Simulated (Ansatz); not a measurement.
Input (CCSDTQ/cc-pVDZ; Ansatz, an electronic-structure program):

Ansatz 0.2 input:
```yaml
crystal:
  periodic: [false, false, false]
  atoms:
    - {symbol: F, position_ang: [-1.02012856, -0.25279695, 0.03047619]}
    - {symbol: C, position_ang: [-0.03126398, 0.59606588, 0.00107136]}
    - {symbol: F, position_ang: [1.04097121, -0.14458031, -0.03119043]}
basis:
  gaussian:
    orbitals: cc-pVDZ
magnetization: {spin_polarized: false}
correlation: {method: ccsdtq, electrons: outside_noble_gas}
```

Output:

```
Functional definition: HF
integrals: 0.02 GiB planned
738 factors; integrals over basis functions are off by at most 7.4e-8 eV
mean field: 0.10 GiB planned
mean field evaluation 1: about -6438.6322 eV, gradient 2.8e1 eV
mean field evaluation 2: about -6438.6372 eV, gradient 2.8e1 eV
mean field evaluation 4: about -6440.1611 eV, gradient 2.5e0 eV
mean field evaluation 8: about -6440.1916 eV, gradient 2.1e-4 eV
mean field evaluation 16: about -6440.1847 eV, gradient 1.8e-1 eV
mean field -6440.19160298 eV, -236.6726760908 hartree, gradient 2.0e-6 eV, S^2 0.000000; 0 other end points of the search recorded, 0 dependent functions left out; unrestricted orbitals would lower it
3 core orbitals not correlated
reference -6440.19160298 eV, -236.6726760908 hartree; 9, 9 occupied and 30, 30 virtual orbitals, 738 factors
second order -13.18216516 eV of doubles, -0.00000000 eV of singles
coupled cluster: 10.04 GiB planned
cycle   1  -13.09336687 eV  change    8.9e-2 eV  update   1.1e-1
cycle   2  -13.65160587 eV  change   -5.6e-1 eV  update   6.4e-2
cycle   3  -13.97187485 eV  change   -3.2e-1 eV  update   2.9e-2
cycle   4  -13.95815808 eV  change    1.4e-2 eV  update   1.2e-2
cycle   5  -13.93360242 eV  change    2.5e-2 eV  update   5.9e-3
cycle   6  -13.94524618 eV  change   -1.2e-2 eV  update   3.6e-3
cycle   7  -13.94723504 eV  change   -2.0e-3 eV  update   2.0e-3
cycle   8  -13.94484004 eV  change    2.4e-3 eV  update   9.0e-4
cycle   9  -13.94483180 eV  change    8.2e-6 eV  update   3.4e-4
cycle  10  -13.94563480 eV  change   -8.0e-4 eV  update   2.8e-4
cycle  11  -13.94536243 eV  change    2.7e-4 eV  update   1.3e-4
cycle  12  -13.94536034 eV  change    2.1e-6 eV  update   3.6e-5
cycle  13  -13.94537382 eV  change   -1.3e-5 eV  update   1.7e-5
cycle  14  -13.94536317 eV  change    1.1e-5 eV  update   5.5e-6
cycle  15  -13.94535709 eV  change    6.1e-6 eV  update   3.3e-6
cycle  16  -13.94535851 eV  change   -1.4e-6 eV  update   1.2e-6
coupled cluster: 10.04 GiB planned
Total energy: -6454.13696149 eV, -237.1851585636 hartree
```
